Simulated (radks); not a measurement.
The numbers below are computed, except where a source is named.
Ionisation of Cs, [Xe] 6s1, to Cs+, [Xe], under several functionals. Scalar-relativistic Kohn-Sham, spin-unpolarised, spherical densities, point nucleus; a radial shooting solver on a logarithmic mesh with Libxc functionals.

functional                               E(Cs) (hartree)  Exc (hartree)  IE (eV)  -e(HOMO) (eV)  <r> HOMO (bohr)  IE error (eV)
BLYP                                          -7787.6291      -192.6851    3.883          2.016            5.615         -0.011
BP86                                          -7788.2181      -193.2847    3.920          2.226            5.612         +0.026
LDA (Slater exchange, VWN5 correlation)       -7780.8558      -185.8770    3.995          2.224            5.544         +0.101
PBE                                           -7786.9304      -191.9905    3.863          2.086            5.689         -0.030
SOGGA                                         -7783.3946      -188.4282    3.721          1.998            5.741         -0.173
XLYP                                          -7788.2525      -193.3130    3.950          2.036            5.624         +0.056
AM05                                          -7781.0849      -186.1103    3.770          2.040            5.706         -0.124
RPBE                                          -7787.2899      -192.3554    3.865          2.026            5.807         -0.029

NIST Atomic Spectra Database: 3.894 eV (measured). Closest: BLYP. The Delta-SCF values span 0.27 eV, the total energies 7.40 hartree. The highest occupied level is 6s. Spin polarisation and multiplet splitting are left out, so open shells lie too high by an amount that depends on their filling.

Beside tabulated values, note that spin-unpolarised runs miss the spin-polarisation part of the exchange energy of open shells.
